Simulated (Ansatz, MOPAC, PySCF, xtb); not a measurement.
Diatomic ZrO, closed-shell singlet (the spin of the measured ground state). No spin–orbit coupling.

Constants: fifth-degree fit in 1/R to seven points, most abundant isotopes. Runs in def2 and cc sets follow the lowest solution found near the PBE0 minimum. The singlet is held restricted. HF and MP2 rows in def2 and cc sets belong to the determinant that coupled cluster picked by its CCSD energy.

Programs: Ansatz (Gaussian orbitals); MOPAC for PM6, PM7 (differences of heats of formation); PySCF for 3-21G rows, LANL2DZ rows, STO-3G rows; xtb for the GFN methods. Each number belongs to the level named beside it. In def2 rows elements past Kr take small-core potentials, without spin–orbit coupling.

```
level                                r_e (Å)  ω_e (cm⁻¹)  ω_e x_e (cm⁻¹)  B_e (cm⁻¹)  D_e (eV)  dipole (D)
-----------------------------------  -------  ----------  --------------  ----------  --------  ----------
PM6                                    1.788         900             1.4       0.388         -           -
PM7                                    1.763         866             1.6       0.399         -           -
GFN1-xTB                               1.773         926             4.0       0.395         -           -
GFN2-xTB                               1.752         834             5.0       0.405         -           -
HF/STO-3G                              1.797        1197             2.2       0.384         -        5.65
HF/3-21G                               1.710        1139             3.1       0.425         -        1.98
HF/def2-TZVPP                          1.682        1089             2.7       0.439         -           -
HF/def2-QZVPP                          1.678        1082             2.6       0.441         -           -
SVWN5/def2-TZVPP                       1.706        1016             3.2       0.427      9.80        2.40
PBE/def2-TZVPP                         1.718         988             3.3       0.421         -        2.30
r2SCAN/def2-TZVPP                      1.710        1014             3.2       0.424      7.45        2.30
B97M-V/def2-TZVPP                      1.707        1017             3.2       0.426      7.60        2.35
B3LYP/LANL2DZ                          1.756         983             2.9       0.403         -        2.95
B3LYP/def2-TZVPP                       1.712        1010             3.1       0.423      7.66        2.62
PBE0/def2-TZVPP                        1.698        1037             3.1       0.431         -        2.41
BHLYP/def2-TZVPP                       1.693        1058             2.9       0.433      6.58        2.74
CAM-B3LYP/def2-TZVPP                   1.702        1038             3.0       0.429      7.62        2.70
wB97X-V/def2-TZVPP                     1.698        1047             2.9       0.431      7.74        2.53
wB97M-V/def2-TZVPP                     1.700        1041             2.9       0.430      7.66        2.58
B2PLYP/def2-TZVPP                      1.724         972             3.6       0.418         -           -
MP2/def2-TZVPP                         1.723         983             3.4       0.418         -           -
MP2/def2-QZVPP                         1.717         980             3.4       0.421         -           -
MP2/CBS(def2-TZVPP, def2-QZVPP)        1.715         982             3.4       0.422         -           -
SCS-MP2/def2-TZVPP                     1.721         987             3.3       0.419         -           -
SCS-MP2/def2-QZVPP                     1.715         984             3.3       0.422         -           -
CCSD/def2-TZVPP                        1.704        1034             3.0       0.427      7.24           -
CCSD/def2-QZVPP                        1.698        1031             3.0       0.431      7.36           -
CCSD(T)/def2-TZVPP                     1.722         981             3.4       0.419      7.82           -
CCSD(T)/def2-QZVPP                     1.715         979             3.4       0.422      7.96           -
CCSD(T)/CBS(def2-TZVPP, def2-QZVPP)    1.713         982             3.3       0.423      8.04           -
```

D_e counts from each atom's lowest state at the same level, without counterpoise or zero-point energy.

Correlated levels freeze the inner cores; with def2 sets outer-core shells near the valence are correlated too. CBS: X⁻³ extrapolation of the correlation energy, Hartree–Fock from the larger set. Rows in 3-21G, LANL2DZ, STO-3G carry no dispersion term and start afresh at each structure; the Pople sets are all-electron and without relativity. LANL2DZ brings its own core potentials from Na on. The state that PM6, PM7 reach isn't checked; PM7 holds dispersion and hydrogen-bond terms.

Doubts at one or more of the structures used: a restricted determinant that unrestricted orbitals would lower (HF/def2-TZVPP, HF/def2-QZVPP, B2PLYP/def2-TZVPP, MP2/def2-TZVPP, MP2/def2-QZVPP, MP2/CBS(def2-TZVPP, def2-QZVPP), SCS-MP2/def2-TZVPP, SCS-MP2/def2-QZVPP, CCSD/def2-TZVPP, CCSD/def2-QZVPP, CCSD(T)/def2-TZVPP, CCSD(T)/def2-QZVPP, CCSD(T)/CBS(def2-TZVPP, def2-QZVPP)).

Measured for the ground state: ω_e 969.76 cm-1, ω_e x_e 4.9 cm-1 [Huber and Herzberg (1979), NIST Chemistry WebBook]. D_0 7.902 ± 0.11 eV (a handbook's tabulated 298 K bond energy less 3RT/2; such tables hold older values) [Luo, bond dissociation energies, CRC Handbook]. dipole 2.551 D [compilation of Liu, Meijer and Pérez-Ríos].

Ansatz is a first-principles code.
